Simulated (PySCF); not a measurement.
## Exercise with solution: entropy of an ideal gas

MoO₃, SMILES [O]=[Mo](=[O])=[O], multiplicity 1.

The structure is a stationary point at PBE0-D3(BJ)/def2-TZVP. The multiplicity is an assumed one; other spin states were not compared. The isomer is the one that the SMILES or the coordinates give; other isomers of the formula were not compared. The def2 effective core potentials stand for the cores of Mo; spin–orbit coupling is left out.

PySCF with PBE0-D3(BJ)/def2-TZVP gives the harmonic wavenumbers 259, 346, 346, 1002, 1002, 1046 cm⁻¹ and the rotational temperatures 0.3413, 0.3413, 0.1965 K. The molar mass is 143.95 g/mol, the symmetry number 3, the spin multiplicity 1.

**Question.** Work out the entropy at 298.15 K and 1 atm in the rigid-rotor, harmonic-oscillator model.

**Answer.** 
Translation (Sackur–Tetrode at 1 atm): S = R[1.5 ln M + 2.5 ln T − 1.16487] = 170.7 J/(mol K).
Rotation: q = (√π/σ) T^1.5/√(θA θB θC) = 20100, S = R[ln q + 3/2] = 94.9 J/(mol K).
Vibration: with u = 1.4388 ν/T, each mode gives R[u/(e^u − 1) − ln(1 − e^−u)]:
```json
[
 {"ν (cm⁻¹)": "259", "modes": "1", "u": "1.25", "S (J/(mol K))": "6.98"},
 {"ν (cm⁻¹)": "346", "modes": "2", "u": "1.67", "S (J/(mol K))": "9.91"},
 {"ν (cm⁻¹)": "1002", "modes": "2", "u": "4.84", "S (J/(mol K))": "0.78"},
 {"ν (cm⁻¹)": "1046", "modes": "1", "u": "5.05", "S (J/(mol K))": "0.32"}
]
```
These are all the modes. Sum 18.0 J/(mol K).
Spin: R ln 1 = 0.0 J/(mol K).
Total 283.6 J/(mol K); the program's own thermochemistry gives 283.6. Translation makes up 60 % and vibration 6 %. Anharmonicity, hindered rotation and orbital degeneracy are left out.
